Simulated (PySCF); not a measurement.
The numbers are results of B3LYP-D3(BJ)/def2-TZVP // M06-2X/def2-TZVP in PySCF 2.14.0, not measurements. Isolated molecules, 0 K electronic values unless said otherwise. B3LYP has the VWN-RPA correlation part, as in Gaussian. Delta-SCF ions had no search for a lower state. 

Reference species (SMILES): `B` (neutral, multiplicity 1).

The vertical ionisation energy (Delta-SCF) is 13.18 eV and the LUMO comes out as -2.22 eV. The HOMO–LUMO gap is 7.53 eV.

Changed species: `BOC` (X = methoxy; the reference has X = H).

Q: Predict the effect on the vertical ionisation energy (Delta-SCF), LUMO and HOMO–LUMO gap.

A: the vertical ionisation energy (Delta-SCF) falls by 2.02 eV, to 11.16 eV; the LUMO rises by 1.63 eV, to -0.59 eV; the HOMO–LUMO gap goes up by 0.27 eV, to 7.80 eV.
